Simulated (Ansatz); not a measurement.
A first, cheap relaxation of CH₅GeO₂, SMILES `C[O][GeH][OH]` radical.

```yaml
crystal:
  periodic: [false, false, false]
  atoms:
    - {symbol: C, position_ang: [0.497500, 0.872100, -0.976800]}
    - {symbol: O, position_ang: [-0.170200, -0.344800, -0.913900]}
    - {symbol: Ge, position_ang: [0.224400, -1.055100, 0.670100]}
    - {symbol: O, position_ang: [-0.674800, -0.299200, 1.957400]}
    - {symbol: H, position_ang: [0.204100, 1.365000, -1.987300]}
    - {symbol: H, position_ang: [0.066300, 1.615500, -0.198700]}
    - {symbol: H, position_ang: [1.583700, 0.829500, -0.926700]}
    - {symbol: H, position_ang: [0.034700, -2.567000, 0.643100]}
    - {symbol: H, position_ang: [-1.677300, -0.462200, 1.715700]}
basis:
  gaussian: {orbitals: def2-SVP}
magnetization: {spin_polarized: true, initial_magnetization: 1}
hamiltonian: {xc: pbe, dispersion: d4}
relax: {f_tol: 0.03, max_steps: 200}
```

```sh
$ ansatz run in.yaml --threads 4 --pin off --events-out ev --progress --plain
```

Output, abridged:

```
Functional definition: PBE
mean field -61704.23754143 eV, -2267.5889050133 hartree, gradient 3.6e-5 eV, S^2 0.751147; 0 other end points of the search recorded, 0 dependent functions left out
relax step   1: F+E_penalty+E_count = -61704.39387289 eV  Δ(F+E_penalty+E_count) = +0.000e0 eV  max|allowed force component| = 3.530e0 eV/Å  Δτ_max = 0.0000 Å  (31 SCF iters, accepted)
mean field -61704.68673499 eV, -2267.6054125718 hartree, gradient 1.1e-5 eV, S^2 0.751475; 0 other end points of the search recorded, 0 dependent functions left out
relax step   2: F+E_penalty+E_count = -61704.84089463 eV  Δ(F+E_penalty+E_count) = -4.470e-1 eV  max|allowed force component| = 1.611e0 eV/Å  Δτ_max = 0.1413 Å  (37 SCF iters, accepted)
mean field -61704.78942685 eV, -2267.6091864282 hartree, gradient 1.1e-5 eV, S^2 0.751723; 0 other end points of the search recorded, 0 dependent functions left out
relax step   3: F+E_penalty+E_count = -61704.94248794 eV  Δ(F+E_penalty+E_count) = -1.016e-1 eV  max|allowed force component| = 6.725e-1 eV/Å  Δτ_max = 0.1948 Å  (38 SCF iters, accepted)
mean field -61704.81605730 eV, -2267.6101650792 hartree, gradient 1.7e-5 eV, S^2 0.751848; 0 other end points of the search recorded, 0 dependent functions left out
relax step   4: F+E_penalty+E_count = -61704.97043219 eV  Δ(F+E_penalty+E_count) = -2.794e-2 eV  max|allowed force component| = 8.781e-1 eV/Å  Δτ_max = 0.1745 Å  (33 SCF iters, accepted)
mean field -61704.83848403 eV, -2267.6109892462 hartree, gradient 1.3e-5 eV, S^2 0.751795; 0 other end points of the search recorded, 0 dependent functions left out
relax step   5: F+E_penalty+E_count = -61704.99333708 eV  Δ(F+E_penalty+E_count) = -2.290e-2 eV  max|allowed force component| = 6.451e-1 eV/Å  Δτ_max = 0.1446 Å  (33 SCF iters, accepted)
mean field -61704.85263296 eV, -2267.6115092100 hartree, gradient 2.0e-5 eV, S^2 0.751873; 0 other end points of the search recorded, 0 dependent functions left out
relax step   6: F+E_penalty+E_count = -61705.00849730 eV  Δ(F+E_penalty+E_count) = -1.516e-2 eV  max|allowed force component| = 1.548e-1 eV/Å  Δτ_max = 0.1400 Å  (33 SCF iters, accepted)
mean field -61704.85887787 eV, -2267.6117387061 hartree, gradient 2.7e-5 eV, S^2 0.751876; 0 other end points of the search recorded, 0 dependent functions left out
relax step   7: F+E_penalty+E_count = -61705.01441226 eV  Δ(F+E_penalty+E_count) = -5.915e-3 eV  max|allowed force component| = 1.035e-1 eV/Å  Δτ_max = 0.0538 Å  (31 SCF iters, accepted)
mean field -61704.81327720 eV, -2267.6100629125 hartree, gradient 1.1e-5 eV, S^2 0.751902; 0 other end points of the search recorded, 0 dependent functions left out
relax step   8: F+E_penalty+E_count = -61704.96844075 eV  Δ(F+E_penalty+E_count) = +4.597e-2 eV  max|allowed force component| = 1.496e0 eV/Å  Δτ_max = 0.1676 Å  (37 SCF iters, rejected (line search))
mean field -61704.86471023 eV, -2267.6119530416 hartree, gradient 1.5e-5 eV, S^2 0.751858; 0 other end points of the search recorded, 0 dependent functions left out
relax step   9: F+E_penalty+E_count = -61705.01955062 eV  Δ(F+E_penalty+E_count) = -5.138e-3 eV  max|allowed force component| = 2.113e-1 eV/Å  Δτ_max = 0.0836 Å  (34 SCF iters, accepted)
mean field -61704.87375019 eV, -2267.6122852539 hartree, gradient 1.4e-5 eV, S^2 0.751814; 0 other end points of the search recorded, 0 dependent functions left out
relax step  10: F+E_penalty+E_count = -61705.02813584 eV  Δ(F+E_penalty+E_count) = -8.585e-3 eV  max|allowed force component| = 9.410e-2 eV/Å  Δτ_max = 0.1000 Å  (33 SCF iters, accepted)
mean field -61704.87037383 eV, -2267.6121611750 hartree, gradient 2.0e-5 eV, S^2 0.751791; 0 other end points of the search recorded, 0 dependent functions left out
relax step  11: F+E_penalty+E_count = -61705.02449310 eV  Δ(F+E_penalty+E_count) = +3.643e-3 eV  max|allowed force component| = 9.129e-1 eV/Å  Δτ_max = 0.1142 Å  (33 SCF iters, rejected (line search))
mean field -61704.87983643 eV, -2267.6125089190 hartree, gradient 1.2e-5 eV, S^2 0.751799; 0 other end points of the search recorded, 0 dependent functions left out
relax step  12: F+E_penalty+E_count = -61705.03401231 eV  Δ(F+E_penalty+E_count) = -5.876e-3 eV  max|allowed force component| = 1.124e-1 eV/Å  Δτ_max = 0.0570 Å  (32 SCF iters, accepted)
mean field -61704.88433717 eV, -2267.6126743182 hartree, gradient 1.7e-5 eV, S^2 0.751770; 0 other end points of the search recorded, 0 dependent functions left out
relax step  13: F+E_penalty+E_count = -61705.03831219 eV  Δ(F+E_penalty+E_count) = -4.300e-3 eV  max|allowed force component| = 4.978e-1 eV/Å  Δτ_max = 0.0732 Å  (32 SCF iters, accepted)
mean field -61704.89888501 eV, -2267.6132089413 hartree, gradient 2.4e-5 eV, S^2 0.751740; 0 other end points of the search recorded, 0 dependent functions left out
relax step  14: F+E_penalty+E_count = -61705.05264292 eV  Δ(F+E_penalty+E_count) = -1.433e-2 eV  max|allowed force component| = 2.157e-1 eV/Å  Δτ_max = 0.1125 Å  (32 SCF iters, accepted)
mean field -61704.89908136 eV, -2267.6132161571 hartree, gradient 1.0e-5 eV, S^2 0.751637; 0 other end points of the search recorded, 0 dependent functions left out
relax step  15: F+E_penalty+E_count = -61705.05314204 eV  Δ(F+E_penalty+E_count) = -4.991e-4 eV  max|allowed force component| = 2.563e-1 eV/Å  Δτ_max = 0.1688 Å  (38 SCF iters, accepted)
mean field -61704.83235702 eV, -2267.6107640829 hartree, gradient 1.1e-5 eV, S^2 0.751443; 0 other end points of the search recorded, 0 dependent functions left out
relax step  16: F+E_penalty+E_count = -61704.98623544 eV  Δ(F+E_penalty+E_count) = +6.691e-2 eV  max|allowed force component| = 1.087e0 eV/Å  Δτ_max = 0.1494 Å  (38 SCF iters, rejected (line search))
mean field -61704.91426633 eV, -2267.6137741947 hartree, gradient 1.7e-5 eV, S^2 0.751641; 0 other end points of the search recorded, 0 dependent functions left out
relax step  17: F+E_penalty+E_count = -61705.06787556 eV  Δ(F+E_penalty+E_count) = -1.473e-2 eV  max|allowed force component| = 9.606e-2 eV/Å  Δτ_max = 0.0703 Å  (33 SCF iters, accepted)
mean field -61704.92212817 eV, -2267.6140631119 hartree, gradient 2.4e-5 eV, S^2 0.751611; 0 other end points of the search recorded, 0 dependent functions left out
relax step  18: F+E_penalty+E_count = -61705.07555284 eV  Δ(F+E_penalty+E_count) = -7.677e-3 eV  max|allowed force component| = 2.431e-1 eV/Å  Δτ_max = 0.1000 Å  (31 SCF iters, accepted)
mean field -61704.92946425 eV, -2267.6143327077 hartree, gradient 2.3e-5 eV, S^2 0.751634; 0 other end points of the search recorded, 0 dependent functions left out
relax step  19: F+E_penalty+E_count = -61705.08349975 eV  Δ(F+E_penalty+E_count) = -7.947e-3 eV  max|allowed force component| = 8.229e-2 eV/Å  Δτ_max = 0.0997 Å  (33 SCF iters, accepted)
mean field -61704.93152047 eV, -2267.6144082726 hartree, gradient 1.1e-5 eV, S^2 0.751623; 0 other end points of the search recorded, 0 dependent functions left out
relax step  20: F+E_penalty+E_count = -61705.08532491 eV  Δ(F+E_penalty+E_count) = -1.825e-3 eV  max|allowed force component| = 2.638e-1 eV/Å  Δτ_max = 0.0510 Å  (32 SCF iters, accepted)
mean field -61704.93499589 eV, -2267.6145359918 hartree, gradient 1.3e-5 eV, S^2 0.751620; 0 other end points of the search recorded, 0 dependent functions left out
relax step  21: F+E_penalty+E_count = -61705.08886550 eV  Δ(F+E_penalty+E_count) = -3.541e-3 eV  max|allowed force component| = 8.854e-2 eV/Å  Δτ_max = 0.0675 Å  (32 SCF iters, accepted)
mean field -61704.88085964 eV, -2267.6125465212 hartree, gradient 1.1e-5 eV, S^2 0.751626; 0 other end points of the search recorded, 0 dependent functions left out
relax step  22: F+E_penalty+E_count = -61705.03476559 eV  Δ(F+E_penalty+E_count) = +5.410e-2 eV  max|allowed force component| = 1.549e0 eV/Å  Δτ_max = 0.1951 Å  (38 SCF iters, rejected (line search))
mean field -61704.93620543 eV, -2267.6145804416 hartree, gradient 1.5e-5 eV, S^2 0.751621; 0 other end points of the search recorded, 0 dependent functions left out
relax step  23: F+E_penalty+E_count = -61705.09033749 eV  Δ(F+E_penalty+E_count) = -1.472e-3 eV  max|allowed force component| = 1.184e-1 eV/Å  Δτ_max = 0.0494 Å  (32 SCF iters, accepted)
mean field -61704.93677271 eV, -2267.6146012889 hartree, gradient 8.9e-6 eV, S^2 0.751626; 0 other end points of the search recorded, 0 dependent functions left out
relax step  24: F+E_penalty+E_count = -61705.09095889 eV  Δ(F+E_penalty+E_count) = -6.214e-4 eV  max|allowed force component| = 1.217e-1 eV/Å  Δτ_max = 0.0324 Å  (32 SCF iters, accepted)
mean field -61704.93712899 eV, -2267.6146143816 hartree, gradient 1.2e-5 eV, S^2 0.751622; 0 other end points of the search recorded, 0 dependent functions left out
relax step  25: F+E_penalty+E_count = -61705.09136006 eV  Δ(F+E_penalty+E_count) = -4.012e-4 eV  max|allowed force component| = 3.882e-2 eV/Å  Δτ_max = 0.0304 Å  (33 SCF iters, accepted)
mean field -61704.93711570 eV, -2267.6146138935 hartree, gradient 1.2e-5 eV, S^2 0.751625; 0 other end points of the search recorded, 0 dependent functions left out
relax step  26: F+E_penalty+E_count = -61705.09148781 eV  Δ(F+E_penalty+E_count) = -1.277e-4 eV  max|allowed force component| = 2.242e-2 eV/Å  Δτ_max = 0.0182 Å  (32 SCF iters, accepted)
mean field -61704.93711570 eV, -2267.6146138935 hartree, gradient 1.2e-5 eV, S^2 0.751625; 1 other end points of the search recorded, 0 dependent functions left out
Total energy: -61705.09152126 eV, -2267.6202881929 hartree
Atom 0 at     0.398958     0.870077    -0.990385 Å, force    -0.004618     0.022418    -0.002840 eV/Å
Atom 1 at     0.503398    -0.526162    -0.816495 Å, force     0.000862    -0.004403    -0.004367 eV/Å
Atom 2 at     0.285466    -1.311336     0.812438 Å, force    -0.005085    -0.008033    -0.001591 eV/Å
Atom 3 at    -1.098099    -0.486117     1.655242 Å, force    -0.001588    -0.012641    -0.007240 eV/Å
Atom 4 at     0.155046     1.071400    -2.056194 Å, force     0.005422    -0.001646     0.014631 eV/Å
Atom 5 at    -0.405287     1.323281    -0.364034 Å, force     0.012313    -0.008068    -0.007642 eV/Å
Atom 6 at     1.357065     1.395468    -0.763266 Å, force    -0.012509    -0.005106    -0.003219 eV/Å
Atom 7 at    -0.292362    -2.720270     0.411306 Å, force     0.002893     0.000731     0.003631 eV/Å
Atom 8 at    -0.815785     0.337460     2.094288 Å, force     0.002311     0.016748     0.008635 eV/Å
Dipole moment:     0.171242     0.345580     0.164868 e Å
```

Run time 28 s (4 threads of a server CPU on a shared host); peak host memory 0.19 GiB.
